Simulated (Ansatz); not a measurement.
One geometry of TeF2, several levels of theory.

```yaml
crystal:
  periodic: [false, false, false]
  atoms:
    - {symbol: Te, position_ang: [0.004674, -0.007487, -0.853383]}
    - {symbol: F, position_ang: [1.387508, -0.017822, 0.434488]}
    - {symbol: F, position_ang: [-1.392183, 0.025319, 0.418885]}
basis:
  gaussian: {orbitals: def2-TZVP, initial_orbitals: start.molden}
magnetization: {spin_polarized: true, initial_magnetization: 2}
hamiltonian: {xc: pbe, dispersion: d4}
scf: {omitted_lower_state_checks: [starts]}
output: {orbitals: {seedname: orbitals}}
```

The file start.molden holds the orbitals of an earlier run on this structure, at another level or in another basis.

```sh
$ ansatz run in.yaml --threads 4 --pin off --events-out ev --progress --plain --max-ram 3916MiB
```

Shortened log:

```
Functional definition: PBE
698 factors; their error is unknown
mean field evaluation 1: about -12722.8540 eV, gradient 6.2e0 eV
mean field evaluation 2: about -12722.9635 eV, gradient 1.3e-1 eV
mean field evaluation 4: about -12722.8353 eV, gradient 9.7e-4 eV
mean field evaluation 8: about -12722.8353 eV, gradient 2.1e-5 eV
mean field -12722.83525168 eV, -467.5555716518 hartree, gradient 2.1e-5 eV, S^2 2.002034; 0 other end points of the search recorded, 0 dependent functions left out
reference -12722.83528869 eV, -467.5555730117 hartree; 22, 20 occupied and 90, 92 virtual orbitals, 698 factors
Total energy: -12722.87879552 eV, -467.5571718582 hartree
Checks for a lower state left out: starts
```

Hardware: 4 threads of Intel Xeon on a shared host. Wall time 2.1 s.

The first input with `gaussian: {orbitals: def2-TZVP}`, `hamiltonian: {xc: pbe0, dispersion: d4}` (abridged; 2.8 s):

```
Functional definition: PBE0
mean field evaluation 16: about -12722.9182 eV, gradient 1.6e-5 eV
mean field -12722.91819563 eV, -467.5586197857 hartree, gradient 1.6e-5 eV, S^2 2.004260
Total energy: -12722.95420586 eV, -467.5599431372 hartree
Checks for a lower state left out: starts
```

First input, but with `hamiltonian: {xc: r2scan, dispersion: d4}` (abridged; 3.5 s):

```
Functional definition: r2SCAN
mean field -12728.58483578 eV, -467.7668649703 hartree, gradient 1.6e-5 eV, S^2 2.005896
Total energy: -12728.59388410 eV, -467.7671974899 hartree
Checks for a lower state left out: starts
```

Geometry: PBE0-D4/def2-TZVP, that of the neutral singlet.

In the def2 sets Te takes a core potential; there is no spin–orbit coupling. At PBE0-D4/def2-TZVP a singlet of charge 0 lies 1.56 eV below the triplet at the same geometry.
